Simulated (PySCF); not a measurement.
ClSnN + H₂O → SnN(OH) + HCl

Level: PBE0 in the def2-TZVP basis family, computed in PySCF with density fitting; scalar-relativistic core potentials for atoms from Rb on, none lighter, no spin–orbit coupling; open shells unrestricted.

| species | state and structure | ZPE (kJ/mol) | H(298 K) − H(0) (kJ/mol) | S° (J/(mol K)) |
| --- | --- | --- | --- | --- |
| ClSnN | singlet, C∞v, Sn–Cl 2.300 Å, Sn–N 1.821 Å; Cl–Sn–N 180.0° | 8.4 | 13.8 | 284.5 |
| H₂O | singlet, C2v, O–H 0.960 Å (×2); H–O–H 105.1° | 56.5 | 9.9 | 188.7 |
| SnN(OH) | singlet, Cs, O–H 0.963 Å, Sn–N 1.820 Å, Sn–O 1.946 Å; H–O–Sn 113.0°, N–Sn–O 173.7° | 38.2 | 14.5 | 290.7 |
| HCl | singlet, C∞v, H–Cl 1.279 Å | 17.9 | 8.7 | 186.6 |

(1) Is the gas-phase reaction uphill or downhill in electronic energy at this level, and by how much?

(2) Add zero-point, thermal and entropy terms for 298.15 K and 1 bar.

## Answers

(1) At PBE0/def2-TZVP, ΔE = 75.9 kJ/mol, uphill. 

(2) ΔZPE = -8.8 and Δ[H(298) − H(0)] = -0.5 kJ/mol give ΔH° = 66.6 kJ/mol. ΔS° = 4.1 J/(mol K), so ΔG° = 66.6 − 298.15 × (0.0041) = 65 kJ/mol and log₁₀K = -11.5.

Only the bonding shown was studied: isomers, or loss of a ligand pair, can lie lower.
